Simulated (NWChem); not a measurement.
Molecule: CH5FOSi; SMILES [SiH2](OC)F

```xyz
9

Si    -0.5256     0.6564    -0.0474
F      0.8243     1.5548     0.0205
O     -0.2395    -0.8626     0.5107
C      0.5254    -1.8523    -0.1257
H     -0.9298     0.6218    -1.4804
H     -1.5341     1.2590     0.8521
H      1.6055    -1.6778     0.0157
H      0.2750    -2.8297     0.3130
H      0.3222    -1.9019    -1.2113
```
Atoms are numbered in this order, from 1.

All runs: NWChem. Geometry optimised at PBE0/def2-SVP; all other runs use it. 

```
quantity                                                level  value
-----------------------------------------  ------------------  -----
vertical ionisation energy, ΔSCF (eV)            PBE/def2-SVP  10.52
vertical, lowest excitation, singlet (eV)  PBE/def2-SVPD, TDA   7.00
solvation free energy (kcal/mol) in water  PBE0/def2-SVP, SMD   -0.1
anisotropy (bohr³), static                      PBE/def2-SVPD   10.5
dipole (D)                                      PBE0/def2-SVP   1.63
highest harmonic frequency (cm⁻¹)               PBE0/def2-SVP   3149
```
